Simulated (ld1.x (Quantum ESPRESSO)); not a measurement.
**Sb (Z = 51) TM semilocal: all-electron and pseudo phase curves**

antimony (Sb), norm-conserving Troullier–Martins (semilocal form), made with ld1.x (Quantum ESPRESSO) 7.5 (LDA (PZ), scalar-relativistic). Core [Ar] 3d10 4s2, reference 4p6 4d10 5s2 5p3. Waves: 4p (bound): rc 1.50 bohr; 4d (bound): rc 1.65 bohr; 5s (bound): rc 1.80 bohr. Local part: the s channel. Core correction: none.

Occupied shells without a wave of their own: 5p. They enter only through the test configuration that unscreens the potential.

The phase is arctan(r·u′/u) with u = r·R(r), unwrapped; energies in Ry, scanned from -9 to 5 Ry. A pole is an energy at which the radial function vanishes at the test radius. The pseudo phase is shifted by a multiple of π to meet the all-electron one at the reference energy, and phase errors are pseudo minus all-electron; the curves can meet again beyond the range given. Levels narrower than the energy grid can be missing from the lists of poles.

Task: For each channel, where are the poles, and over which energies does the pseudopotential scatter like the atom?

Result:

```tsv
channel	radius (bohr)	reference energy (Ry)	poles, all-electron	poles, pseudo	unbroken range about the reference energy with phases within 0.05 rad	phase error 1 Ry above the reference energy (rad)
s	1.94	-0.96	3.70	3.13	below 4.3	-0.008
p	1.94	-7.47	-7.37	-7.37, 4.68	below -1.2	-0.001
d	1.94	-2.47	-2.08	-2.08	below 1.9	+0.002
```

The potential misses its own reference levels by up to 0.6 eV.

Phases in the d channel:

| E (Ry) | all-electron | pseudo |
| --- | --- | --- |
| -9.00 | 1.391 | 1.391 |
| -8.52 | 1.385 | 1.385 |
| -8.04 | 1.379 | 1.379 |
| -7.56 | 1.371 | 1.372 |
| -7.08 | 1.363 | 1.363 |
| -6.60 | 1.353 | 1.354 |
| -6.12 | 1.342 | 1.343 |
| -5.64 | 1.328 | 1.329 |
| -5.16 | 1.310 | 1.311 |
| -4.68 | 1.286 | 1.288 |
| -4.20 | 1.251 | 1.252 |
| -3.72 | 1.189 | 1.191 |
| -3.24 | 1.033 | 1.036 |
| -2.76 | 0.005 | 0.010 |
| -2.28 | -1.456 | -1.455 |
| -1.80 | -1.657 | -1.655 |
| -1.32 | -1.737 | -1.734 |
| -0.84 | -1.790 | -1.786 |
| -0.36 | -1.837 | -1.831 |
| 0.12 | -1.885 | -1.877 |
| 0.60 | -1.942 | -1.929 |
| 1.08 | -2.015 | -1.996 |
| 1.56 | -2.119 | -2.086 |
| 2.04 | -2.279 | -2.221 |
| 2.52 | -2.547 | -2.438 |
| 3.00 | -2.994 | -2.801 |
| 3.48 | -3.546 | -3.320 |
| 3.96 | -3.962 | -3.796 |
| 4.44 | -4.207 | -4.101 |
| 4.92 | -4.353 | -4.282 |
